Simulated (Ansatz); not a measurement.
Calculated with Ansatz (gas phase, PBE0-D4/def2-TZVP geometries, no zero-point term in ΔE). CCSD(T)/CBS is the MP2 limit (def2-TZVPP, def2-QZVPP) plus CCSD(T) − MP2 in def2-TZVPP, frozen cores. DFT in def2-TZVPP. For Br, Ga outer-core shells are correlated without core-valence functions, which leaves a few kJ/mol of doubt a bond. Scalar relativity is left out up to krypton.

Consider the redistribution: `FBBr` + `[Cl][GaH][Cl]` → `ClBBr` + `[F][GaH][Cl]`.

`FBBr`:

Z-matrix (Å, degrees):
```
B
F 1 1.309
Br 1 1.905 2 119.0
H 1 1.190 2 120.7 3 -180.0
```

`[Cl][GaH][Cl]`:

Cartesian coordinates in Å:
```
Cl 0.324 -1.765 -0.959
Ga -0.122 0.002 0.139
Cl 0.940 1.740 -0.477
H -1.142 0.022 1.298
```

`ClBBr`:

Cartesian coordinates in Å:
```
Cl 0.657 -1.532 -0.311
B -0.125 -0.041 0.081
Br 0.599 1.619 -0.479
H -1.131 -0.046 0.709
```

`[F][GaH][Cl]`:

Cartesian coordinates in Å:
```
F -1.239 0.493 1.091
Ga -0.013 0.127 -0.094
Cl 0.990 -1.707 0.270
H 0.263 1.088 -1.267
```

```csv
level,ΔE (kJ/mol),difference from CCSD(T)/CBS
LDA (SPW92),83.6,-0.8
B97M-V,85.6,1.2
r2SCAN0-D4,88.8,4.4
BHLYP-D4,93.7,9.3
CAM-B3LYP-D4,87.7,3.3
B2PLYP,84.0,-0.4
PBE-QIDH,85.7,1.3
PBE,79.1,-5.3
r2SCAN,84.0,-0.4
r2SCAN0,88.8,4.4
BHLYP,93.2,8.8
HF/def2-SVP,101.4,17.0
CCSD(T)/def2-TZVPP,83.5,-0.9
HF/def2-QZVPP,100.1,15.7
MP2/def2-QZVPP,79.9,-4.5
SCS-MP2/def2-QZVPP,80.9,-3.5
CCSD(T)/CBS,84.4,0
```

Question: What do rigid-rotor, harmonic-oscillator terms from PBE0-D4/def2-TZVP frequencies (298.15 K, 1 bar) make of the CCSD(T)/CBS value? (Best estimate.)

Answer: The calculation gave: ΔZPE = -2.0 kJ/mol, ΔH = +82.3 kJ/mol, ΔS = 6 J/(mol·K), ΔG = +80.5 kJ/mol.

Largest T1 diagnostic among the species: 0.013.

Leaving LDA and LC-ωPBE aside and taking each functional with its dispersion term where it has one, the values, not all of them listed here, spread over 17.1 kJ/mol, from revPBE-D4 to BHLYP-D4. LDA lies +4.5 kJ/mol from PBE without D4. From PBE to PBE0 (25 % exact exchange), in def2-TZVPP and without D4, ΔE moves by +6.5 kJ/mol. In def2-TZVPP, CCSD(T) changes the Hartree–Fock value by −18.4 kJ/mol (the triples alone add −2.7 kJ/mol) and MP2 by −21.9 kJ/mol.
